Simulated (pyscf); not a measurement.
9 silicon, germanium or tin steps of one kind (hydrogen shift, radical): barrier in eV, from the separated reactants or the lowest minimum found. PySCF, gas phase, ωB97X-D3(BJ)/def2-SVP geometries. Functionals in def2-TZVP; the last column is ωB97M-D3(BJ)/def2-TZVP. Rows were drawn at random from the steps of this kind and element class whose saddle was verified and whose references are stable.

| step | PBE | M06-2X | r²SCAN | ωB97M-D3(BJ) |
|---|---|---|---|---|
| •H₂C–SiH₃ -> H₃C–SiH₂• | 1.34 | 1.69 | 1.52 | 1.68 |
| •H₂Si–AsH₂ → H₃Si–AsH• | 0.77 | 0.91 | 0.86 | 0.92 |
| •HN–SiH₂–NH₂ -> H₂N–SiH•–NH₂ | 0.86 | 1.24 | 1.05 | 1.26 |
| [H₃C–Sn=O]• → [H₂C=Sn–OH]• | 0.94 | 1.05 | 0.97 | 1.08 |
| •O–SiH(OH)–OH -> HO–Si•(OH)–OH | 0.25 | 0.71 | 0.46 | 0.70 |
| O=CH–GeH₂• → O=C•–GeH₃ | 1.49 | 1.88 | 1.57 | 1.81 |
| •H₂C–CH₂–SiH₃ → H₃C–CH₂–SiH₂• | 1.07 | 1.36 | 1.25 | 1.38 |
| O=CH–SiH₂• → O=C•–SiH₃ | 1.07 | 1.38 | 1.14 | 1.29 |
| •H₂C–SnH₃ -> H₃C–SnH₂• | 1.21 | 1.47 | 1.39 | 1.53 |

Differences from the last column (eV): PBE: mean -0.29, median -0.31, mean size 0.29, lower in 9 of 9; M06-2X: mean 0.00, median -0.01, mean size 0.03, lower in 5 of 9; r²SCAN: mean -0.16, median -0.15, mean size 0.16, lower in 9 of 9. PBE is closest for row 4 (0.13 eV apart) and farthest for row 5 (0.44 eV). PBE, r²SCAN and M06-2X carry no added dispersion term. The last column is a level with limits of its own. Each barrier is that of the saddle found. Elements up to Kr have no core potential and no relativistic terms here. Elements past Kr carry the def2 core potentials, without spin-orbit coupling.
